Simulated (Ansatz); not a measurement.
`CN(C)[Si]O`, charge 0, multiplicity 1.

Problem. Give a relaxed structure at PBE0-D4/def2-TZVP (Ansatz). (Estimate.)

Solution. Ansatz gave: 
Z-matrix (Å, degrees):
```
C
N 1 1.440
H 1 1.097 2 111.2
H 1 1.092 2 111.8 3 -119.9
H 1 1.097 2 111.3 3 119.9
C 2 1.447 1 112.5 3 -59.2
Si 2 1.727 1 130.3 3 120.8
H 6 1.094 2 109.9 1 180.0
H 6 1.097 2 111.4 1 -60.3
H 6 1.097 2 111.4 1 60.2
O 7 1.655 2 104.7 1 0.4
H 11 0.960 7 122.8 2 0.7
```
Point group Cs.
This is one stationary point; other conformers may exist.
